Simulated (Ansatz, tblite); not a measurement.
Forces on Zn₂Se₂⁻ at its PBE-D4/def2-SVPD geometry. The state is a doublet with charge -1.

The xTB rows come from tblite. HSE06 is defined as in plane-wave codes, on full-range PBE exchange. The structure comes from a short search, and lower isomers may exist.

GFN1-xTB (tblite), largest force 1.91 eV/Å:

```xyz
4
positions Å, forces eV/Å
Zn    0.986   -0.314    0.857    0.405   -0.131    0.353
Zn   -0.986    0.314   -0.857   -0.401    0.125   -0.347
Se   -0.968   -1.663    0.504   -0.931   -1.593    0.480
Se    0.967    1.663   -0.504    0.927    1.599   -0.487
```

GFN2-xTB (tblite), largest force 1.10 eV/Å:

```
Zn 0.700 -0.224 0.609
Zn -0.697 0.219 -0.604
Se -0.537 -0.917 0.276
Se 0.534 0.921 -0.281
```

HSE06-D4/def2-TZVPD (Ansatz), largest force 0.26 eV/Å:

```
Zn -0.053 0.016 -0.046
Zn 0.051 -0.020 0.047
Se 0.126 0.218 -0.067
Se -0.124 -0.214 0.065
```
